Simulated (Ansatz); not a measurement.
Relaxation of BCl2H4N (8 atoms, charge 0, multiplicity 1), to a largest force component of 0.03 eV/Å in at most 50 steps.

All numbers below come from Ansatz, RKS PBE-D4/6-31G*.

```xyz
8
Properties=species:S:1:pos:R:3
B 0.000 -0.192 0.249
N 0.020 -0.280 1.717
H -0.806 -0.538 2.251
H 0.887 -0.216 2.245
Cl 1.505 0.123 -0.626
Cl -1.518 -0.461 -0.620
H -0.474 2.158 0.436
H -0.404 1.860 1.079
```

Where does it end, and by what steps?

It converged. The force dipped under the threshold on the way, but the program's further checks kept it going. After 25 steps the energy has fallen by 0.366 eV; H7 moved furthest, 1.31 Å.

| step | energy less start (eV) | largest force component (eV/Å) | accepted |
| --- | --- | --- | --- |
| 0 | 0.0000 | 2.359 | yes |
| 1 | -0.2298 | 1.074 | yes |
| 2 | -0.3134 | 0.354 | yes |
| 3 | -0.3451 | 0.243 | yes |
| 4 | -0.3521 | 0.117 | yes |
| 5 | -0.3559 | 0.044 | yes |
| 6 | -0.3562 | 0.077 | yes |
| 7 | -0.3564 | 0.126 | yes |
| 8 | -0.3149 | 1.390 | no |
| 9 | -0.3577 | 0.066 | yes |
| 10 | -0.3595 | 0.022 | yes |
| 11 | -0.3603 | 0.063 | yes |
| 12 | -0.3583 | 0.447 | no |
| 13 | -0.3609 | 0.044 | yes |
| 14 | -0.3619 | 0.133 | yes |
| 15 | -0.3626 | 0.167 | yes |
| 16 | -0.3635 | 0.110 | yes |
| 17 | -0.3642 | 0.139 | yes |
| 18 | -0.3645 | 0.199 | yes |
| 19 | -0.3654 | 0.086 | yes |
| 20 | -0.3657 | 0.017 | yes |
| 21 | -0.3660 | 0.024 | yes |
| 22 | -0.3650 | 0.221 | no |
| 23 | -0.3663 | 0.066 | yes |
| 24 | -0.3664 | 0.047 | yes |
| 25 | -0.3665 | 0.028 | yes |

```xyz
8
Properties=species:S:1:pos:R:3
B 0.100 -0.703 0.158
N 0.018 -0.274 1.487
H -0.856 -0.278 2.009
H 0.830 0.052 2.006
Cl 1.661 -0.675 -0.691
Cl -1.360 -1.266 -0.686
H -0.665 3.166 1.254
H -0.519 2.431 1.194
```

Whether the end is a true minimum wasn't checked by a vibrational analysis.

Run time: 50 s on 1 thread of Intel(R) Xeon(R) Platinum 8488C (Sapphire Rapids), on a shared host, peak memory 0.13 GiB.
